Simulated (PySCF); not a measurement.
## Polarisability and C₆ of Ta (tantalum, neutral)

[Xe] 4f14 5d5, high-spin 6S determinant (an excited configuration). Calculation: PySCF 2.14, in aug-cc-pwCVDZ-PP with ECP60MDF; scalar relativity through the core potential. Coupled (time-dependent) response in atomic units; α is the mean over directions. A double-zeta set is small for polarisabilities.

| method | mean α (bohr³) | C₆ (like pair) | S(−4) |
| --- | --- | --- | --- |
| UHF | 88.04 | 629.1 | 21570 |
| PBE | 107.9 | 855.6 | 26390 |
| PBE0 | 98.38 | 770.3 | 21290 |

S(−4) is the Cauchy moment in α(ω) = α(0) + S(−4) ω² + …

α(iu) at PBE0:

```tsv
u (hartree)	α(iu) (bohr³)
0	98.38
0.0500	67.35
0.100	42.79
0.200	27.06
0.300	20.76
0.500	13.57
0.750	8.757
1.00	6.146
1.50	3.565
2.00	2.343
3.00	1.231
5.00	0.5042
```

A single London oscillator, α(iu) = α/(1 + u²/ω²), gives C₆ = (3/4) ω α². Matching the computed C₆ needs ω = 4 × 770.3 / (3 × 98.38²) = 0.106 hartree.

Energies and moments cover only the electrons outside the core potential. Spin-orbit coupling, which splits the p, d and f shells strongly at this Z, is absent.
